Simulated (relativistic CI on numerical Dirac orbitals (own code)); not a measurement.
**Ti3+ in a cubic cluster: 2p photoemission with charge transfer**

Computed with a charge-transfer multiplet model of a cubic metal-ligand cluster with up to 2 ligand holes, Slater and spin-orbit integrals from Dirac-Coulomb-Breit ions, Slater integrals scaled by 0.7. The parameters are those of a tetrahedral site (10Dq negative, t2 hopping the larger). The ground state mixes d1 with configurations of k ligand holes L, whose averages lie at kΔ + k(k − 1)U_dd/2; a core hole lowers each added d electron by U_cd. 300 K, Lorentzian 0.6 eV and Gaussian 0.8 eV FWHM.

Atomic integrals in eV (Slater integrals scaled, ζ unscaled), ground: F2dd 5.756, F4dd 3.579, zeta_d 0.017; with the core hole: F2dd 5.756, F4dd 3.579, zeta_d 0.032, zeta_core 3.741, F2cd 4.433, G1cd 3.312, G3cd 1.881. Where a configuration has fewer than two d electrons, the dd integrals are those of d2.

Cluster parameters (eV): U_dd = 4.1, U_cd = 5.2, 10Dq = -0.25, 10Dq(ligand) = 0, V(eg) = 1.07, V(t2g) = -1.83, final-state hopping factor = 0.8.

```
      Case   n_d    d1   d2L  d3L2     S
Δ = 2.2 eV  1.70  0.40  0.49  0.11  0.50
Δ = 4.2 eV  1.51  0.55  0.39  0.06  0.50
Δ = 5.2 eV  1.43  0.61  0.34  0.04  0.50
```

Weights, n_d and S are thermal averages at 300 K. Binding energies count from the first peak over 30 % of the highest in each spectrum, which can be another peak from case to case. The parameters are a model scan and need not match a compound or its usual spin state. Peaks in eV (height, largest 100):
- Δ = 2.2 eV: 0.0 (100), 6.2 (52), 7.8 (25), 14.0 (8)
- Δ = 4.2 eV: 0.0 (100), 6.2 (53), 13.2 (8)
- Δ = 5.2 eV: 0.0 (100), 6.3 (53), 13.0 (7)

For the case Δ = 4.2 eV, Δ = 4.2 eV is larger than U_dd = 4.1 eV, the Mott-Hubbard side of the Zaanen-Sawatzky-Allen scheme. With the core hole the configuration with one ligand hole lies at Δ − U_cd = -3.0, -1.0, 0.0 eV from the one without, in the order of the table; where this is negative the screened configuration lies lower, though the effective hopping of about 3.8 eV (from the holes of the mixed ground state) mixes the two strongly wherever it is as large as the gap.

With at most 2 ligand holes the space is cut while the next configuration still counts, so covalency is underestimated, and a final configuration with one more ligand hole, which can lie low, is missing from the spectra.
